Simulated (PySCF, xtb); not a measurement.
C2H9NSi2, SMILES N1([SiH3])C[SiH2]C1.

GFN2-xTB (xtb) at its own geometry gives an orbital gap of 3.39 eV and a dipole moment of 1.68 D.

Geometry: B3LYP-D3(BJ)/def2-SVP. The structure was generated by enumeration, and PubChem lists no compound with its InChIKey, so it may never have been made.

Task: What does PBE/def2-TZVP in PySCF give? (An estimate is asked for; the answer gives what the named calculation found.)

Result: gap 4.21 eV (levels -5.10 and -0.90 eV), dipole 0.91 D.
